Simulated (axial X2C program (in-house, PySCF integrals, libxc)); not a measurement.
**Levels of LiRb⁺ by electron attachment to LiRb²⁺ (EOM-EA-CCSD)**

Computed with an axial X2C code built on PySCF integrals: two-component X2C with atomic mean-field Coulomb and Gaunt terms, Gaussian nuclei, basis Rb dyall-acv3z, Li dyall-acv3z with contracted cores.

R = 4.212 Å (1.045 times 4.031 Å, the PBE0 minimum at charge 1 for the lowest determinant).

Levels of LiRb⁺ obtained by attaching an electron to LiRb²⁺:

| Ω | binding energy (eV) | above lowest (cm⁻¹) | attached spinor | one-particle weight |
| --- | --- | --- | --- | --- |
| 1/2 | 9.224 | 0 | 51% Li sσ, 16% Rb sσ, 13% Rb pσ | 1.00 |
| 1/2 | 7.126 | 16927 | 39% Li pσ, 26% Rb sσ, 25% Li sσ | 0.99 |
| 1/2 | 6.889 | 18833 | 72% Li pπ, 12% Rb pπ, 12% Rb dπ | 1.00 |
| 3/2 | 6.884 | 18877 | 72% Li pπ, 12% Rb dπ, 12% Rb pπ | 1.00 |
| 1/2 | 6.159 | 24725 | 37% Rb sσ, 34% Li pσ, 11% Rb dσ | 0.99 |
| 1/2 | 5.156 | 32815 | 69% Rb pπ, 22% Li pπ, 8% Li dπ | 1.00 |
| 3/2 | 5.131 | 33017 | 68% Rb pπ, 22% Li pπ, 9% Li dπ | 1.00 |

Problem. Take the first Ω = 1/2 and Ω = 3/2 rows of π character: how far apart are they, and which lies lower?

Solution. E(3/2) − E(1/2) = 18877 − 18833 = 44 cm⁻¹ at EOM-EA-CCSD: regular, Ω = 1/2 lower. Splittings at this level can be off by ten to twenty per cent.

This point took 20 s on 1 thread of Intel(R) Xeon(R) Platinum 8375C CPU @ 2.90GHz (Ice Lake), on a shared host.

Reference electrons by ω block (each with its −ω partner): 1/2: 13, 3/2: 5, 5/2: 1. 8 electrons of LiRb²⁺ correlated (inner shells frozen), 92 natural virtual spinors (a truncated set); levels can be off by some tenths of an eV. Roots sought by Ω: (1/2: 5, 3/2: 4, 5/2: 2, 7/2: 1); the list ends where they run out and leaves out roots under 60 % one-particle weight. The solver can skip a root, and states that need a further excitation, which the method places far too high, are missing though they may lie low or lowest. T1 of the reference 0.001 (Lee–Taylor). The reference was not checked to be the lowest state of its species. Number of frozen shells: Rb 3 s, 2 p, 1 d; Li 1 s.
